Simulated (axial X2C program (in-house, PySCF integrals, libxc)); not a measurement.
**How long does IF⁺ take?**

A bond scan computed with an axial X2C code built on PySCF integrals. Basis: I dyall-cv3z [11s12p8d4f1g], F dyall-av3z [7s6p3d2f] (cores contracted in-house).

The run was started with this input:
```json
{"zs": [53, 9], "q": 1, "bas": ["dyall-cv3z", "dyall-av3z"], "levels": ["PBE0", "HF", "B97-3"], "cc": true, "r0": 1.97, "thr": -2.0, "nmax": 90, "npts": 10, "nst": 2, "ntry": 6}
```
```bash
python so2c.py task.json out
```

Keys: zs atomic numbers; q charge; bas basis sets; levels methods; cc coupled cluster on or off; r0 starting distance in Å; thr threshold in hartree for freezing inner shells (an s shell follows its p shell); nmax most natural virtual spinors; npts points on the curve; nst determinants followed; ntry starts of the search. HF also brings MP2.

Hardware: 1 thread of Arm Neoverse V1, on a shared host.

Wall time of one point of each curve, integrals apart:

```tsv
Hamiltonian	level	points	seconds a point
spin-free	PBE0	10	0.55
spin-free	HF	10	0.35
spin-free	CCSD(T) (13 electrons, 90 virtuals)	7	6.7
spin-free	B97-3	10	0.56
2c	PBE0	10	1.4
2c	HF	10	0.69
2c	CCSD(T) (13 electrons, 90 virtuals)	7	7.9
2c	B97-3	10	0.77
```

The rest:

Search with its distance optimisation 23 s, atoms 17 s, whole task 190 s. Coupled cluster runs on the points near the minimum only. The program drops outer points, and coupled cluster, when its time limit (not in the input) nears; MP2, further determinants and curves that did not converge are not in the table.
